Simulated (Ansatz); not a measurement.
`N/C(Cl)=N/[SiH3]` + H₂ → `[SiH3]/N=C/Cl` + NH₃ at 600 K and 1 bar (hydrogenolysis of a C–N bond).

Calculated with Ansatz (gas phase, PBE0-D4/def2-TZVP geometries, no zero-point term in ΔE). CCSD(T)/CBS adds triple-zeta CCSD(T) − MP2 to the extrapolated MP2 energy (def2 sets, frozen cores). This one scheme is used for every species. Double bonds are as drawn, so ΔE can hold a change between cis and trans. One conformer a species, not always the lowest.

```tsv
species	CCSD(T)/CBS energy (Eh)	H − E (kJ/mol)	S (J/(mol·K))
`N/C(Cl)=N/[SiH3]`	-899.33160	229.9	461.6
H₂	-1.17544	43.9	150.8
`[SiH3]/N=C/Cl`	-844.00397	171.7	389.3
NH₃	-56.50880	112.4	219.5
```

H − E and S are ideal-gas, rigid-rotor, harmonic terms from PBE0-D4/def2-TZVP, for one conformer and one mirror image of each species. For small species the MP2-based limit differs from directly extrapolated CCSD(T) by up to some mEh (0.8 for H₂); such offsets cancel only in part. 1 Eh = 2625.50 kJ/mol, R = 8.31446 J/(mol·K).

Q: By hand: ΔE, ΔH, ΔS and ΔG.

A: ΔE = (-844.00397) + (-56.50880) − (-899.33160) − (-1.17544) = -0.00573 Eh = -15.0 kJ/mol. Δ(H − E) = 171.7 + 112.4 − 229.9 − 43.9 = 10.3, so ΔH = -4.7 kJ/mol. ΔS = 389.3 + 219.5 − 461.6 − 150.8 = -3.6 J/(mol·K). ΔG = -4.7 − 600 × (-3.6)/1000 = -2.5 kJ/mol.

Q: By hand: the equilibrium constant, and the temperature at which ΔG would vanish if ΔH and ΔS stayed fixed.

A: log₁₀ K = −ΔG/(RT ln 10) = 0.2. ΔG = 0 at ΔH/ΔS = 1306 K, though so small a ΔH makes that figure unsure.

TΔS isn't small against ΔH here. The sign of ΔG lies within the doubt. A doubt of 5 kJ/mol in ΔE shifts log₁₀ K by 0.4 here. Other conformers and mirror images would add mixing entropy, several J/(mol·K) or more a flexible species. Modes under 60 cm⁻¹, often nearly free rotors, make the harmonic entropy too high. These are equilibria of isolated gas molecules and say nothing of rates. Largest T1 diagnostic: 0.013 (customary marks: 0.02 for closed shells, 0.045 for open ones).
